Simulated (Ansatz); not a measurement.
Basis-set extrapolation for C2H6BClS (`CCB(S)Cl`) (PBE0-D4/def2-TZVP geometry, frozen core, Ansatz). Multiplicity 1, RHF reference.

```tsv
	def2-TZVPP	def2-QZVPP
HF	-961.089363	-961.117767
MP2 correlation	-0.818360	-0.881798
CCSD(T) correlation	-0.916777	not run
```

Energies in hartree. Use E(X) = E(∞) + A·exp(−7.88·√X) for Hartree–Fock and E(X) = E(∞) + B·X^(−2.97) for correlation, with X = 3 and 4, and add CCSD(T) minus MP2 of the smaller set to the MP2 limit.

Question: What is the CCSD(T) energy at the basis-set limit?

Answer: HF limit: -961.117767 + (-0.028404) × 0.13774 = -961.12168. MP2 limit: -0.881798 + (-0.063438) × 0.74074 = -0.92879. Higher-order term: -0.916777 − (-0.818360) = -0.09842. Total: -962.14889 hartree, 3.88 eV below CCSD(T)/def2-TZVPP.
